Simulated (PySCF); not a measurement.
CH4AlClS, SMILES C[S][AlH][Cl]. Atoms are numbered in the order given.

```xyz
8

Al     0.6376    -0.4037     0.0000
Cl    -0.1756    -2.3470     0.0000
H      2.1941    -0.1738     0.0000
S     -0.7499     1.2651     0.0000
C      0.4259     2.6892     0.0000
H      0.2356     3.2927    -0.8972
H      0.2356     3.2927     0.8972
H      1.4744     2.3584     0.0000
```

Geometry: TPSSh-D3(BJ)/def2-SVP. One conformer was computed; it need not be the lowest.

Method: B3LYP/def2-TZVP in PySCF.

```yaml
total_energy: -1141.54725 hartree
point_group: Cs
highest_occupied_level: -7.17 eV
lowest_empty_level: -1.32 eV
orbital_gap: 5.85 eV
dipole_moment: 2.57 D
quadrupole, principal values (traceless, Buckingham form, about the centre of nuclear charge): -4.71, 1.94, 2.77 D·Å
mean_static_polarisability: 70.6 bohr³ (10.46 Å³)
polarisability_principal_values: 52.7, 65.8, 93.3 bohr³
```
